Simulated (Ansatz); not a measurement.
Cartesian coordinates in Å:
```
N -0.853 -0.014 -1.456
Hf -0.360 -0.293 0.466
N 1.468 0.517 0.654
Br -0.221 -2.757 0.968
Br -1.965 0.952 1.955
H -0.696 -0.679 -2.201
H -1.376 0.772 -1.817
H 1.999 0.961 -0.081
H 2.003 0.541 1.512
```

Charge 0, multiplicity 1. Hf: def2 effective core potential.

Problem. List the PBE0/def2-TZVPP orbital energies in eV (the Gaussian-basis code of Ansatz). (An estimate is asked.)

Solution. Computed: Occupied: -13149.68, -13149.68, -1704.59, -1704.59, -1535.10, -1535.10, -1535.09, -1535.09, -1535.09, -1535.09, -391.18, -391.02, -238.41, -238.41, -178.68, -178.68, -178.63, -178.63, -178.62, -178.62, -72.20, -72.20, -72.18, -72.18, -72.17, -72.17, -72.13, -72.13, -72.13, -72.13, -68.52, -36.89, -36.82, -36.78, -23.48, -23.24, -20.97, -20.83, -13.92, -13.74, -11.46, -11.10, -9.78, -9.40, -8.87, -8.82, -8.60, -8.39, -8.10, -7.72. Lowest empty: -1.09, -0.93, -0.25, -0.18, 0.01, 0.36, 1.32, 1.96.
